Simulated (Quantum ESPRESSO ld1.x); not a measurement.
Question: Ca2+, configuration [He] 2s2 2p5.5 3s2 3p6 4f0.5 (fractional occupations, a model configuration). Method: non-relativistic Kohn-Sham, PW91, spin-unpolarised, spherical densities, point nucleus; computed with ld1.x of Quantum ESPRESSO 7.5. Some entries of the table are withheld. Estimate them.

orbital,occ.,eigenvalue (eV),r(max) (bohr)
1s,2,(1),0.05080
2s,2,-447.590,0.3005
2p,5.5,-373.226,0.2454
3s,2,(2),0.9750
3p,6,-50.777,(3)
4f,0.5,-5.508,5.912

Answer: 
(1) 1s eigenvalue (eV): -3976.849
(2) 3s eigenvalue (eV): -69.895
(3) 3p r(max) (bohr): 1.011
